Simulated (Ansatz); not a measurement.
`[SeH][SiH]1BO1` and `O[SiH]1BO1` differ in one atom or group.

Ansatz, PBE0-D4/def2-TZVP geometries, multiplicity 1. Each molecule was computed in one conformer, which needn't be the lowest.

Scalar relativity is left out up to krypton.

| property | `[SeH][SiH]1BO1` |
| --- | --- |
| HOMO–LUMO gap (ωB97M-V/def2-TZVPP) / eV | 9.87 |
| LUMO energy (PBE0/def2-TZVPP) / eV | -1.27 |
| HOMO energy (PBE/def2-TZVPP) / eV | -5.94 |
| size of the dipole moment (ωB97M-V/def2-TZVPP) / D | 1.12 |
| HOMO energy (PBE0/def2-TZVPP) / eV | -7.07 |
| size of the dipole moment (B3LYP/def2-TZVPP) / D | 1.09 |

Question: Give the same properties after the change, and the shifts. (Best estimate.)

Answer: Ansatz gave: 
```json
{"property": "HOMO–LUMO gap (ωB97M-V/def2-TZVPP) / eV", "`O[SiH]1BO1`": "10.10", "shift": "0.23"}
{"property": "LUMO energy (PBE0/def2-TZVPP) / eV", "`O[SiH]1BO1`": "-1.03", "shift": "0.24"}
{"property": "HOMO energy (PBE/def2-TZVPP) / eV", "`O[SiH]1BO1`": "-5.79", "shift": "0.15"}
{"property": "size of the dipole moment (ωB97M-V/def2-TZVPP) / D", "`O[SiH]1BO1`": "1.91", "shift": "0.79"}
{"property": "HOMO energy (PBE0/def2-TZVPP) / eV", "`O[SiH]1BO1`": "-6.99", "shift": "0.08"}
{"property": "size of the dipole moment (B3LYP/def2-TZVPP) / D", "`O[SiH]1BO1`": "1.87", "shift": "0.78"}
```

With PBE0 the HOMO rises by 0.08 eV and the LUMO rises by 0.24 eV, so the gap widens by about 0.16 eV. PBE moves the HOMO by 0.15 eV and ωB97M-V by 0.03 eV. Dipoles are sizes alone; their direction can turn.

B3LYP here is the variant with VWN-RPA as its local correlation; programs differ in this.

Spin–orbit coupling is left out; it splits and shifts lone-pair levels of the heavy atoms by tenths of an eV.
